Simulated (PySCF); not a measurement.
A survey of 19F NMR shifts

Non-relativistic, one computed conformer, no solvent, averaged over atoms made equivalent by symmetry, fast rotation or ring inversion. Coordinates at the GFN2-xTB level; shieldings: GIAO PBE0/pcSseg-1; PySCF 2.14.

Shieldings were converted by a linear fit to measured shifts: 19F (scatter 6.0 ppm rms, 7.0 ppm with the 5 outliers that the fit left out vs CFCl3, solution or neat liquid, with a term for F on sp3 carbon). A few per cent of atoms miss by over 2 rms, more outside the fitted compound classes.

Give the 19F shifts of `Fc1cccc(F)c1F`, `C=C[Si]1(C(=C)F)[SiH2]O[SiH2]1`, `C=CC[C@@]1(CF)C[C@H]1C=C`, `O=C1OC[C@H](C(F)(F)C(F)(F)F)O1`.

## Answers


```json
{"compound": "[F:1][c:2]1[cH:3][cH:4][cH:5][c:6]([F:7])[c:8]1[F:9]", "environment": "F1/7: aryl fluorine (×2)", "δ (ppm)": "-134.1"}
{"compound": "[F:1][c:2]1[cH:3][cH:4][cH:5][c:6]([F:7])[c:8]1[F:9]", "environment": "F9: aryl fluorine", "δ (ppm)": "-163.9"}
{"compound": "C=C[Si]1(C(=C)F)[SiH2]O[SiH2]1", "environment": "vinylic fluorine", "δ (ppm)": "-88.6"}
{"compound": "C=CC[C@@]1(CF)C[C@H]1C=C", "environment": "fluorine on an sp3 carbon", "δ (ppm)": "-234.3"}
{"compound": "[O:1]=[C:2]1[O:3][CH2:4][C@H:5]([C:6]([F:7])([F:8])[C:9]([F:10])([F:11])[F:12])[O:13]1", "environment": "F10/11/12: fluorine of a CF3 group (×3)", "δ (ppm)": "-79.8"}
{"compound": "[O:1]=[C:2]1[O:3][CH2:4][C@H:5]([C:6]([F:7])([F:8])[C:9]([F:10])([F:11])[F:12])[O:13]1", "environment": "F8: fluorine of a CF2 group", "δ (ppm)": "-124.9"}
{"compound": "[O:1]=[C:2]1[O:3][CH2:4][C@H:5]([C:6]([F:7])([F:8])[C:9]([F:10])([F:11])[F:12])[O:13]1", "environment": "F7: fluorine of a CF2 group", "δ (ppm)": "-133.4"}
```
